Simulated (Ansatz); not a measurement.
`N[SiH]1C[SiH2]1`. Total charge 0; spin multiplicity 1. The geometry is a stationary point of PBE0-D4/def2-TZVP. It is one conformer, not always the lowest.

```xyz
11

N    -1.651   -1.137   -0.120
Si   -0.599    0.014    0.587
C     1.245   -0.246    0.289
Si    0.711    1.279   -0.724
H    -2.446   -0.834   -0.657
H    -1.813   -2.033    0.311
H    -0.908    0.458    1.972
H     1.528   -1.118   -0.299
H     1.928   -0.083    1.120
H     1.256    2.585   -0.281
H     0.749    1.116   -2.197
```

Task: What is the dipole moment at PBE/def2-TZVPP? (Best estimate.)

Result: Computed: 1.53 D, with components (-0.98, -1.17, 0.14) D in this frame, pointing from negative to positive charge.

Task: And with r2SCAN, B3LYP, ωB97M-V? (An estimate is asked.)

Result: Computed: r2SCAN 1.55 D, B3LYP 1.50 D, ωB97M-V 1.52 D.

Task: Give the Mulliken charges with PBE, B3LYP, ωB97M-V in def2-TZVPP. (Estimate.)

Result: Ansatz gave: 
```json
{"atom": "N1", "PBE": "-0.39", "B3LYP": "-0.40", "ωB97M-V": "-0.36"}
{"atom": "Si2", "PBE": "0.25", "B3LYP": "0.33", "ωB97M-V": "0.28"}
{"atom": "C3", "PBE": "-0.29", "B3LYP": "-0.36", "ωB97M-V": "-0.42"}
{"atom": "Si4", "PBE": "0.10", "B3LYP": "0.16", "ωB97M-V": "0.10"}
{"atom": "H5", "PBE": "0.16", "B3LYP": "0.15", "ωB97M-V": "0.13"}
{"atom": "H6", "PBE": "0.15", "B3LYP": "0.13", "ωB97M-V": "0.11"}
{"atom": "H7", "PBE": "-0.08", "B3LYP": "-0.09", "ωB97M-V": "-0.05"}
{"atom": "H8", "PBE": "0.10", "B3LYP": "0.11", "ωB97M-V": "0.12"}
{"atom": "H9", "PBE": "0.10", "B3LYP": "0.11", "ωB97M-V": "0.12"}
{"atom": "H10", "PBE": "-0.05", "B3LYP": "-0.06", "ωB97M-V": "-0.02"}
{"atom": "H11", "PBE": "-0.05", "B3LYP": "-0.06", "ωB97M-V": "-0.02"}
```

B3LYP here is the variant with VWN-RPA as its local correlation; programs differ in this.
